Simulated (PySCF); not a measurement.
W(2+): excitation energy

W(2+) [Xe] 4f14 5d4 (5D) → W(2+) [Xe] 4f14 5d3 6p1 (high-spin determinant), as a difference of total energies. Computed with PySCF 2.14 in def2-TZVPPD with the def2 core potential (60 electrons), with a scalar-relativistic core potential. Correlated levels: valence: 5s2 5p6 frozen. The calculations carry no spin-orbit coupling.

```
           method  excitation energy (eV)
              UHF                   7.995
    MP2 (valence)                   8.191
SCS-MP2 (valence)                   8.060
   CCSD (valence)                   8.120
CCSD(T) (valence)                   8.095
```

Task: How much does correlation contribute at CCSD(T) (valence)?

Result: 8.095 − (7.995) = 0.100 eV, measured against UHF.

The determinant of the upper state mixes LS terms, which raises its energy above the lowest term, most at the Hartree-Fock and MP2 levels.
